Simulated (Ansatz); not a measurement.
Consider the redistribution: `N[BH][SnH]([F])[Cl]` + `[CH3][AlH][GeH3]` → `[F][SnH]([Cl])[GeH3]` + `[CH3][AlH][BH]N`.

Computed with Ansatz on PBE0-D4/def2-TZVP structures; ΔE is electronic, products minus reactants. CCSD(T)/CBS adds triple-zeta CCSD(T) − MP2 to the extrapolated MP2 energy (def2 sets, frozen cores). Functionals use def2-TZVPP. Elements past krypton have def2 core potentials. For Ge, Sn outer-core shells are correlated without core-valence functions, which leaves a few kJ/mol of doubt a bond. Scalar relativity is left out up to krypton. Each species was taken in one conformer, which may not be the lowest.

```json
{"level": "BLYP-D4", "ΔE (kJ/mol)": "34.8", "difference from CCSD(T)/CBS": "-2.2"}
{"level": "r2SCAN-D4", "ΔE (kJ/mol)": "39.0", "difference from CCSD(T)/CBS": "2.0"}
{"level": "r2SCAN0-D4", "ΔE (kJ/mol)": "38.3", "difference from CCSD(T)/CBS": "1.3"}
{"level": "ωB97X-V", "ΔE (kJ/mol)": "34.5", "difference from CCSD(T)/CBS": "-2.5"}
{"level": "ωB97M-V", "ΔE (kJ/mol)": "36.5", "difference from CCSD(T)/CBS": "-0.5"}
{"level": "PBE-QIDH", "ΔE (kJ/mol)": "37.1", "difference from CCSD(T)/CBS": "0.1"}
{"level": "PBE", "ΔE (kJ/mol)": "35.3", "difference from CCSD(T)/CBS": "-1.7"}
{"level": "r2SCAN", "ΔE (kJ/mol)": "38.7", "difference from CCSD(T)/CBS": "1.7"}
{"level": "BHLYP", "ΔE (kJ/mol)": "32.9", "difference from CCSD(T)/CBS": "-4.1"}
{"level": "LC-ωPBE", "ΔE (kJ/mol)": "35.5", "difference from CCSD(T)/CBS": "-1.5"}
{"level": "RPA@PBE/def2-TZVPP", "ΔE (kJ/mol)": "37.4", "difference from CCSD(T)/CBS": "0.4"}
{"level": "MP2/def2-SVP", "ΔE (kJ/mol)": "39.2", "difference from CCSD(T)/CBS": "2.2"}
{"level": "MP2/def2-TZVPP", "ΔE (kJ/mol)": "39.8", "difference from CCSD(T)/CBS": "2.8"}
{"level": "CCSD/def2-TZVPP", "ΔE (kJ/mol)": "37.8", "difference from CCSD(T)/CBS": "0.8"}
{"level": "HF/def2-QZVPP", "ΔE (kJ/mol)": "27.3", "difference from CCSD(T)/CBS": "-9.7"}
{"level": "HF/CBS(def2)", "ΔE (kJ/mol)": "27.1", "difference from CCSD(T)/CBS": "-9.9"}
{"level": "CCSD(T)/CBS", "ΔE (kJ/mol)": "37.0", "difference from CCSD(T)/CBS": "0"}
```

Largest T1 diagnostic among the species: 0.014.

In def2-TZVPP, CCSD(T) changes the Hartree–Fock value by +9.9 kJ/mol (the triples alone add +1.0 kJ/mol) and MP2 by +10.8 kJ/mol. Leaving LDA and LC-ωPBE aside and taking each functional with its dispersion term where it has one, the values, not all of them listed here, spread over 5.4 kJ/mol, from BHLYP-D4 to r2SCAN-D4. LDA lies +6.6 kJ/mol from PBE without D4.
